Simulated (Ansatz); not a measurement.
Consider the ligand exchange at the Si–C bond: `OC(F)(F)[SiH2]Cl` + `[NH2][AlH2]` → `[AlH2][NH][SiH2]Cl` + `OC(F)F`.

Computed with Ansatz on PBE0-D4/def2-TZVP structures; ΔE is electronic, products minus reactants. CCSD(T)/CBS is the MP2 limit (def2-TZVPP, def2-QZVPP) plus CCSD(T) − MP2 in def2-TZVPP, frozen cores. This one scheme is used for every species. DFT in def2-TZVPP. B3LYP here is the variant with VWN-RPA as its local correlation; programs differ in this. One conformer a species, not always the lowest.

CCSD(T)/CBS gives -25.3 kcal/mol.

**Question.** Another level gave -24.1 kcal/mol. Which?
A. B3LYP/def2-TZVPP
B. B2PLYP/def2-TZVPP
C. HF/def2-TZVPP
D. SCS-MP2/def2-TZVPP

**Answer.** A. B3LYP -24.1, B2PLYP -25.4, SCS-MP2/def2-TZVPP -27.1, HF/def2-TZVPP -29.1 kcal/mol.

Largest T1 diagnostic among the species: 0.012.

From PBE to PBE0 (25 % exact exchange), in def2-TZVPP and without D4, ΔE moves by −2.3 kcal/mol. In def2-TZVPP, CCSD(T) changes the Hartree–Fock value by +3.0 kcal/mol (the triples alone add +0.4 kcal/mol) and MP2 by +1.9 kcal/mol.
